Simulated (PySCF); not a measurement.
PySCF input file for 1-chlorocyclopenta-1,3-diene (C5H5Cl), SMILES ClC1=CC=CC1, ωB97X-D3(BJ)/def2-SVP. Geometry: ωB97X-D3(BJ)/def2-SVP. The values are those of a single conformer.

```python
import numpy as np
from pyscf import gto, scf, dft, df
from pyscf.hessian import thermo

mol = gto.M(
    atom='''
    Cl   -0.00087424    2.00484299   -0.00000000
    C    -0.06946497    0.28645246    0.00000000
    C    -1.17281301   -0.48600292    0.00000000
    C    -0.73728418   -1.89448437   -0.00000000
    C     0.61024241   -1.95446503    0.00000000
    C     1.17290442   -0.55830589   -0.00000000
    H    -2.20471949   -0.13272269   -0.00000000
    H    -1.42008127   -2.74702032   -0.00000001
    H     1.22271892   -2.85782080    0.00000000
    H     1.79771795   -0.35196631    0.88685741
    H     1.79771796   -0.35196631   -0.88685740
    ''',
    basis='def2-SVP',
    charge=0,
    spin=0,
    max_memory=1600,
    verbose=3,
)
mf = dft.RKS(mol, xc='wb97x-d3bj').density_fit(auxbasis='def2-universal-jkfit')
mf.grids.level = 3
mf.conv_tol = 1e-11
mf.max_cycle = 100
mf.kernel()

# [left out here: the lines that compute and print the analytic Hessian (its translational invariance restored by hand, since the grid's response is missing), thermochemistry and intensities]
```

It prints:

```
converged SCF energy = -653.523487059065

WARN: DFTD3 does not support analytical Hessian, using finite difference


WARN: Mole.unit (angstrom) is changed to Bohr

Mode                                 0                   1                   2
Irrep
Freq [cm^-1]                      218.5864            296.1287            367.4788
Reduced mass [au]                   3.8051              4.7349              1.6973
Force const [Dyne/A]                0.1071              0.2446              0.1350
Char temp [K]                     314.4971            426.0633            528.7201
Normal mode                   x     y     z       x     y     z       x     y     z
       0  Cl                 0.00 -0.00 -0.06    0.08 -0.02  0.00    0.00  0.00 -0.02
       1   C                -0.00 -0.00  0.13   -0.13 -0.00 -0.00   -0.00  0.00  0.16
       2   C                -0.00 -0.00  0.11   -0.09 -0.07 -0.00   -0.00 -0.00 -0.02
       3   C                 0.00 -0.00 -0.06    0.03 -0.04  0.00    0.00 -0.00 -0.08
       4   C                 0.00  0.00 -0.11    0.04  0.06 -0.00    0.00  0.00  0.07
       5   C                -0.00  0.00  0.10   -0.08  0.09 -0.00   -0.00  0.00 -0.02
       6   H                -0.00 -0.00  0.11   -0.12 -0.16  0.00   -0.00 -0.00 -0.15
       7   H                 0.00 -0.00 -0.15    0.10 -0.10  0.00    0.00 -0.00 -0.20
       8   H                 0.00  0.00 -0.22    0.11  0.10  0.00    0.00  0.00  0.10
       9   H                -0.08 -0.14  0.19   -0.10  0.16 -0.00    0.37  0.07 -0.31
      10   H                 0.08  0.14  0.19   -0.10  0.16  0.00   -0.37 -0.07 -0.31
Mode                                 3                   4                   5
Irrep
Freq [cm^-1]                      480.0905            520.6509            700.6495
Reduced mass [au]                   9.9226              2.3107              1.2374
Force const [Dyne/A]                1.3475              0.3691              0.3579
Char temp [K]                     690.7433            749.1007           1008.0786
Normal mode                   x     y     z       x     y     z       x     y     z
       0  Cl                 0.01  0.13  0.00    0.00  0.00  0.00   -0.00  0.00 -0.00
       1   C                -0.02  0.00 -0.00   -0.00 -0.00 -0.10    0.00 -0.00  0.04
       2   C                 0.01 -0.08 -0.00   -0.00 -0.00  0.12    0.00  0.00  0.02
       3   C                 0.01 -0.10  0.00   -0.00 -0.00 -0.12   -0.00  0.00 -0.10
       4   C                 0.00 -0.09 -0.00   -0.00 -0.00  0.10   -0.00 -0.00 -0.01
       5   C                -0.03 -0.07  0.00   -0.00 -0.00  0.00    0.00 -0.00 -0.06
       6   H                -0.01 -0.15  0.00   -0.00 -0.00  0.38    0.00  0.00  0.20
       7   H                -0.01 -0.09  0.00    0.00 -0.00 -0.40   -0.00  0.00  0.35
       8   H                 0.03 -0.07 -0.00    0.00 -0.00 -0.00   -0.00 -0.00  0.75
       9   H                -0.02 -0.09 -0.00   -0.04  0.19 -0.01   -0.13 -0.13  0.06
      10   H                -0.02 -0.09  0.00    0.04 -0.19 -0.01    0.13  0.13  0.06
Mode                                 6                   7                   8
Irrep
Freq [cm^-1]                      820.7466            882.6477            901.6772
Reduced mass [au]                   5.7383              4.3191              1.5961
Force const [Dyne/A]                2.2775              1.9825              0.7646
Char temp [K]                    1180.8716           1269.9335           1297.3127
Normal mode                   x     y     z       x     y     z       x     y     z
       0  Cl                 0.00 -0.00 -0.00   -0.00 -0.03  0.00   -0.00  0.00 -0.01
       1   C                 0.06 -0.00  0.00    0.03  0.10  0.00    0.00 -0.00  0.09
       2   C                 0.09 -0.07 -0.00    0.14  0.02 -0.00   -0.00 -0.00 -0.14
       3   C                -0.11 -0.13 -0.00    0.02 -0.01  0.00   -0.00 -0.00  0.02
       4   C                -0.10  0.11 -0.00    0.01 -0.06  0.00   -0.00 -0.00  0.06
       5   C                 0.03  0.09 -0.00   -0.18  0.01 -0.00    0.00  0.00 -0.04
       6   H                 0.14  0.08 -0.00    0.13 -0.01  0.00   -0.00  0.00  0.71
       7   H                -0.06 -0.17  0.00   -0.16  0.14 -0.00   -0.00  0.00 -0.00
       8   H                 0.03  0.19  0.00    0.20  0.06 -0.00   -0.00 -0.00 -0.26
       9   H                 0.05 -0.00  0.01   -0.17  0.02 -0.01   -0.10 -0.02  0.04
      10   H                 0.05 -0.00 -0.01   -0.17  0.02  0.01    0.10  0.02  0.04
Mode                                 9                  10                  11
Irrep
Freq [cm^-1]                      920.1580            972.8543            987.4020
Reduced mass [au]                   1.7627              1.5909              1.3105
Force const [Dyne/A]                0.8793              0.8872              0.7528
Char temp [K]                    1323.9025           1399.7207           1420.6516
[...]
       4   C                -0.02  0.08 -0.00   -0.04 -0.01 -0.00   -0.01 -0.08 -0.00
       5   C                -0.09 -0.05 -0.00    0.02 -0.08  0.00   -0.06  0.17 -0.00
       6   H                 0.10  0.05 -0.00   -0.23 -0.52  0.00   -0.14 -0.24 -0.00
       7   H                 0.22 -0.05  0.00    0.22 -0.24  0.00    0.15 -0.10 -0.00
       8   H                -0.27 -0.08  0.00    0.24  0.18  0.00    0.05 -0.05  0.00
       9   H                -0.21  0.19  0.02   -0.08  0.29 -0.01    0.02 -0.27  0.05
      10   H                -0.21  0.19 -0.02   -0.08  0.29  0.01    0.02 -0.27 -0.05
Mode                                18                  19                  20
Irrep
Freq [cm^-1]                     1387.2234           1408.1409           1629.5356
Reduced mass [au]                   1.4740              1.5062              7.7628
Force const [Dyne/A]                1.6713              1.7597             12.1450
Char temp [K]                    1995.9056           2026.0013           2344.5390
Normal mode                   x     y     z       x     y     z       x     y     z
       0  Cl                 0.00  0.00 -0.00    0.00 -0.00  0.00    0.00  0.00 -0.00
       1   C                -0.03  0.01 -0.00   -0.05  0.03  0.00   -0.11 -0.09 -0.00
       2   C                 0.02 -0.08  0.00    0.03 -0.06 -0.00    0.08  0.09  0.00
       3   C                -0.04  0.11  0.00   -0.03  0.08 -0.00    0.14 -0.03  0.00
       4   C                -0.04 -0.07  0.00   -0.04 -0.07 -0.00   -0.16 -0.01  0.00
       5   C                -0.03  0.01 -0.00    0.09  0.02  0.00    0.02  0.01 -0.00
       6   H                 0.10  0.13  0.00    0.10  0.12 -0.00    0.05 -0.06  0.00
       7   H                 0.30 -0.15 -0.00    0.23 -0.12  0.00    0.00  0.11 -0.00
       8   H                 0.27  0.14 -0.00    0.25  0.13  0.00    0.05  0.15  0.00
       9   H                 0.35  0.09 -0.28   -0.34 -0.09  0.33    0.05  0.02 -0.02
      10   H                 0.35  0.09  0.28   -0.34 -0.09 -0.33    0.05  0.02  0.02
Mode                                21                  22                  23
Irrep
Freq [cm^-1]                     1706.7708           3084.0757           3135.6205
Reduced mass [au]                   6.4215              1.0640              1.1031
Force const [Dyne/A]               11.0215              5.9629              6.3900
Char temp [K]                    2455.6632           4437.2983           4511.4597
Normal mode                   x     y     z       x     y     z       x     y     z
       0  Cl                -0.00 -0.00  0.00    0.00 -0.00  0.00    0.00 -0.00  0.00
       1   C                 0.12  0.09 -0.00   -0.00  0.00 -0.00    0.00 -0.00 -0.00
       2   C                -0.12 -0.09 -0.00   -0.00 -0.00  0.00   -0.00  0.00 -0.00
       3   C                 0.13 -0.01 -0.00   -0.00  0.00  0.00   -0.00 -0.00 -0.00
       4   C                -0.12 -0.02 -0.00   -0.00  0.00 -0.00    0.00 -0.00 -0.00
       5   C                -0.00  0.00  0.00    0.07  0.02 -0.00   -0.00 -0.00 -0.09
       6   H                -0.06  0.17 -0.00   -0.01  0.00  0.00    0.00 -0.00 -0.00
       7   H                -0.05  0.16  0.00   -0.00 -0.00  0.00    0.00  0.00 -0.00
       8   H                 0.02  0.10  0.00    0.02 -0.02  0.00   -0.00  0.00  0.00
       9   H                -0.02  0.05  0.00   -0.38 -0.12 -0.56    0.39  0.13  0.53
      10   H                -0.02  0.05 -0.00   -0.38 -0.12  0.56   -0.39 -0.13  0.53
Mode                                24                  25                  26
Irrep
Freq [cm^-1]                     3237.1403           3259.2476           3265.8850
Reduced mass [au]                   1.0893              1.1006              1.1059
Force const [Dyne/A]                6.7256              6.8882              6.9497
Char temp [K]                    4657.5242           4689.3316           4698.8814
Normal mode                   x     y     z       x     y     z       x     y     z
       0  Cl                -0.00  0.00 -0.00    0.00  0.00 -0.00   -0.00 -0.00  0.00
       1   C                 0.00  0.00  0.00   -0.00 -0.00  0.00    0.00  0.00  0.00
       2   C                -0.02  0.00 -0.00    0.06 -0.02  0.00   -0.06  0.02 -0.00
       3   C                 0.04  0.05  0.00   -0.02 -0.02 -0.00   -0.03 -0.03 -0.00
       4   C                 0.02 -0.04 -0.00    0.04 -0.05 -0.00    0.03 -0.04 -0.00
       5   C                 0.00  0.00  0.00    0.00  0.00  0.00    0.00  0.00  0.00
       6   H                 0.18 -0.06  0.00   -0.60  0.20 -0.00    0.64 -0.22  0.00
       7   H                -0.50 -0.62 -0.00    0.16  0.19  0.00    0.28  0.35  0.00
       8   H                -0.27  0.41  0.00   -0.37  0.54  0.00   -0.27  0.40  0.00
       9   H                -0.00 -0.00 -0.01   -0.01 -0.00 -0.01   -0.01 -0.00 -0.01
      10   H                -0.00 -0.00  0.01   -0.01 -0.00  0.01   -0.01 -0.00  0.01
temperature 298.1500 [K]
pressure 101325.00 [Pa]
Rotational constants [GHz] 8.33567 1.97500 1.61285
Symmetry number 1
Zero-point energy (ZPE) 0.08464 [Eh]   222216.677 [J/mol]
                           tot       elec      trans        rot        vib
Entropy [J/mol/K]       309.316      0.000    166.248    112.530     30.538
Cv [J/mol/K]             79.418      0.000     12.472     12.472     54.475
Cp [J/mol/K]             87.733      0.000     20.786     12.472     54.475
Internal energy [J/mol]                      3718.434   3718.434 228309.910
Internal energy [Eh]   -653.43370  -653.52349
Enthalpy [J/mol]                             6197.391   3718.434 228309.910
Enthalpy [Eh]          -653.43275
Gibbs free energy [J/mol]                  -43369.410 -29832.425 219205.042
Gibbs free energy [Eh] -653.46788
static polarisability / bohr^3: [[63.82   2.878  0.   ]
 [ 2.87  75.112  0.   ]
 [ 0.     0.    32.744]]
largest difference of analytic and finite-field dipole derivatives / e: 0.0006669618839655334
mode   freq/cm-1   IR/(km/mol)   Raman/(A^4/amu)   depolarisation
   1      218.59         0.148             0.319            0.750
   2      296.13         1.226             3.295            0.746
   3      367.48        13.094             1.839            0.750
   4      480.09         9.691             5.775            0.294
   5      520.65         0.171             0.115            0.750
   6      700.65        39.950             2.169            0.750
   7      820.75         6.975             2.938            0.645
   8      882.65        14.837             2.937            0.192
   9      901.68         4.304             3.911            0.750
  10      920.16        20.065             2.046            0.750
  11      972.85        13.988             6.178            0.422
  12      987.40         0.003             1.595            0.750
  13     1013.23         1.271             0.810            0.632
  14     1115.96         3.126             7.101            0.508
  15     1124.96         0.023             7.385            0.750
  16     1126.34         7.779            15.112            0.303
  17     1245.87         1.517             5.377            0.641
  18     1342.65        28.787             0.271            0.204
  19     1387.22        25.271             7.810            0.328
  20     1408.14         5.485            25.375            0.729
  21     1629.54        33.923            88.536            0.164
  22     1706.77        23.335             5.423            0.505
  23     3084.08         1.249           141.215            0.143
  24     3135.62         1.136            91.803            0.750
  25     3237.14         4.257            90.373            0.722
  26     3259.25         5.424            45.448            0.550
  27     3265.89         0.843           185.412            0.115
max |gradient| / (hartree/bohr): 2.7353256942102883e-05
APT charges: [-0.3257  0.3505 -0.1302  0.0019 -0.1034 -0.0756  0.0704  0.047   0.0529
  0.0561  0.0561]
```

Self-consistency was reached.
